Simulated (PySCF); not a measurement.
Geometry (Å), atoms numbered from 1 in this order:
```xyz
16

Si    3.7998   -0.3912    0.6272
O     2.3024   -0.4999   -0.0700
Si    0.9673    0.2625   -0.7073
Si   -0.8781   -0.4359    0.5554
O    -2.2283    0.3298   -0.0514
Si   -3.8665    0.5107    0.1343
H     4.4206   -1.7457    0.6231
H     3.6824    0.0912    2.0366
H     4.6669    0.5576   -0.1361
H     1.1292    1.7507   -0.6416
H     0.8179   -0.1216   -2.1439
H    -1.0453   -1.9222    0.4729
H    -0.6897   -0.0861    2.0004
H    -4.3339    1.5420   -0.8333
H    -4.1869    0.9489    1.5271
H    -4.5653   -0.7820   -0.1375
```

Geometry: PBE0-D3(BJ)/def2-SVP; GIAO absolute shieldings from PySCF 2.14, gas phase, non-relativistic, averaged over equivalent atoms.

At PBE0/pcSseg-0 (90 basis functions, 8.4 s wall time on 1 thread of an x86-64 server CPU, shared host):
| atoms | σ (ppm) |
| --- | --- |
| Si1/Si6 | 410.6 |
| Si3/Si4 | 411.0 |
| O2/O5 | 406.3 |
| H10/H11/H12/H13 | 27.20 |
| H7/H8/H9/H14/H15/H16 | 27.50 |

Task: What do these become at PBE0/6-31G?

Result: 
```json
{"atoms": "Si1/Si6", "σ at PBE0/6-31G": "448.1", "change": "+37.5"}
{"atoms": "Si3/Si4", "σ at PBE0/6-31G": "441.5", "change": "+30.5"}
{"atoms": "O2/O5", "σ at PBE0/6-31G": "379.8", "change": "-26.5"}
{"atoms": "H10/H11/H12/H13", "σ at PBE0/6-31G": "27.23", "change": "+0.03"}
{"atoms": "H7/H8/H9/H14/H15/H16", "σ at PBE0/6-31G": "27.41", "change": "-0.09"}
```

The largest change is at Si1/Si6 (silicon bonded to O, 3 H). Cost: 90 basis functions, 10 s wall time on 1 thread of an x86-64 server CPU, shared host.
